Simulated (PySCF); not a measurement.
Dipole moment and polarisability of `C#CC[Si@]1(F)CCO1`

Species: C5H7FOSi.
Cartesian coordinates in Å at the GFN2-xTB level; atoms count from 1:
```xyz
15
C5H7FOSi angstrom
C      3.1283    0.5767    1.3569
C      2.2538   -0.1955    1.0919
C      1.1950   -1.1228    0.7705
Si     0.0516   -0.4505   -0.5824
F      0.9749   -0.0324   -1.8444
C     -1.4581    0.6775   -0.3269
C     -2.2364   -0.5287   -0.8606
O     -1.1618   -1.4616   -1.0611
H      3.8997    1.2469    1.5915
H      1.6417   -2.0533    0.4131
H      0.6362   -1.3553    1.6788
H     -1.5224    1.5522   -0.9645
H     -1.7302    0.9588    0.6840
H     -2.9462   -0.9567   -0.1535
H     -2.7306   -0.3530   -1.8152
```

Level: PBE0/def2-SVPD (PySCF), static field, nuclei fixed, core orbitals frozen in the response. The polarisability tensor in these axes (au):

```
x   98.74  7.90 12.51
y    7.90 73.86  3.08
z   12.51  3.08 69.52
```

**Question.** What are the eigenvalues, a third of the trace, and Δα (Δα² = ½Σ(αi − αj)² over the three pairs)?

**Answer.** Principal values 64.89, 71.59 and 105.62 au; mean 80.70 au = 11.96 Å³ = 13.31 × 10⁻⁴⁰ C²·m²/J; Δα = 37.83 au (47 % of the mean).

**Question.** What is the dipole moment, and where does it point?

**Answer.** (-1.22, 0.65, 1.91) D, 2.36 D in size, pointing from the negative to the positive side. Measured along this direction, the outermost atoms are F5 at the negative end and H13 at the positive end.

**Question.** Give the eigenvalues of the traceless quadrupole moment Θ = ½Σq(3rr − r²1), origin at the centre of nuclear charge.

**Answer.** -5.28, -1.01, 6.30 D·Å. The values depend on the origin, since the dipole doesn't vanish. The electronic extent ⟨r²⟩ about the same centre is 1228 bohr², a root-mean-square distance of 2.25 Å for the 68 electrons.

**Question.** Orientational against electronic polarisability at 500 K (dilute gas, rigid molecules)?

**Answer.** In Gaussian units μ²/3kT = 26.86 Å³ against 11.96 Å³, a ratio of 2.25; the Debye molar polarisation (4π/3)N_A(α + μ²/3kT) is 97.9 cm³/mol, leaving out the vibrational part.

**Question.** In TDDFT the mean static polarisability is Σ f/ω² over all singlet excitations (ω in hartree). How much of it do the 8 lowest give? Their energies (eV) and oscillator strengths: 6.60, 0.0013; 6.75, 0.0084; 6.89, 0.0008; 7.02, 0.0093; 7.27, 0.0017; 7.30, 0.0114; 7.68, 0.0130; 7.72, 0.0149.

**Answer.** They add up to 0.84 au, 1.0 % of the 80.70 au; the largest single term is 0.19 au, from the state at 7.72 eV. Terms in order: 0.02, 0.14, 0.01, 0.14, 0.02, 0.16, 0.16, 0.19 au. Higher excitations give the rest. The strengths listed sum to 0.061.

**Question.** Find the Langevin capture rate constant for H3O+ (19.018 u) meeting this molecule (130.025 u), k = 2.342 × 10⁻⁹ cm³/s × √(α in Å³ / reduced mass in u).

**Answer.** The reduced mass is 16.59 u, so k = 1.99 × 10⁻⁹ cm³/s. The formula leaves out the permanent dipole, which adds to the capture rate.

**Question.** What would n − 1 = 2πNα be for an ideal gas of these molecules at 273.15 K and 1 atm, electronic part alone?

**Answer.** N = p/kT = 2.6868 × 10¹⁹ cm⁻³, so n − 1 = 2π × N × 11.96 × 10⁻²⁴ cm³ = 2019 × 10⁻⁶ at long wavelengths.

One conformer (not necessarily the lowest) at the GFN2-xTB geometry, without solvent, vibrations or thermal averaging.

These values come from a run that also computed excited states. Time: 82 s wall; peak memory 0.85 GiB. Hardware: one thread of an Arm Neoverse N1, shared host with 64 logical CPUs at a one-minute load of 61.
